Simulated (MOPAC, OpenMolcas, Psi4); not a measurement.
# SiNH4ClO (SMILES N[SiH](O)Cl): methods side by side

The species is SiNH4ClO (8 atoms), meant as a singlet with charge 0. As SMILES, `N[SiH](O)Cl`. The coordinates come from a PBE0-D4/def2-TZVP relaxation. This is one conformer, not always the lowest.

```xyz
8

N    -0.7498    0.8856   -0.2890
Si    0.5244   -0.2262   -0.1153
O     0.5513   -0.8613    1.3869
Cl    0.1731   -1.6416   -1.5669
H    -1.2172    0.9980   -1.1727
H    -0.8069    1.7124    0.2830
H     1.8967    0.2772   -0.3086
H    -0.2795   -1.2012    1.7267
```

Quantity: the dipole moment, in D. The values are calculated.

```json
{"level": "PM3", "kind": "semi-empirical", "program": "MOPAC", "value (D)": "2.86", "CPU time": "under 2 s"}
{"level": "HF/6-31G* (spherical functions)", "kind": "Hartree–Fock", "program": "OpenMolcas", "value (D)": "3.05", "CPU time": "6.8 s"}
{"level": "SVWN5/6-31G* (spherical functions)", "kind": "LDA", "program": "OpenMolcas", "value (D)": "3.01", "CPU time": "20 s"}
{"level": "revPBE/6-31G* (spherical functions)", "kind": "GGA", "program": "OpenMolcas", "value (D)": "2.93", "CPU time": "29 s"}
{"level": "M06-L/6-31G* (spherical functions)", "kind": "meta-GGA", "program": "OpenMolcas", "value (D)": "3.04", "CPU time": "34 s"}
{"level": "B3LYP/6-31G* (spherical functions)", "kind": "global hybrid", "program": "OpenMolcas", "value (D)": "2.94", "CPU time": "27 s"}
{"level": "PBE0/6-31G* (spherical functions)", "kind": "global hybrid", "program": "OpenMolcas", "value (D)": "2.98", "CPU time": "28 s"}
{"level": "wB97M-V/6-31G* (spherical functions)", "kind": "range-separated hybrid", "program": "Psi4", "value (D)": "2.97", "CPU time": "1.8 min"}
```

The values span 2.86 to 3.05 D. Magnitudes only. CPU times are rough (shared hosts, several kinds of processor): they show what a rung costs within a factor of a few.
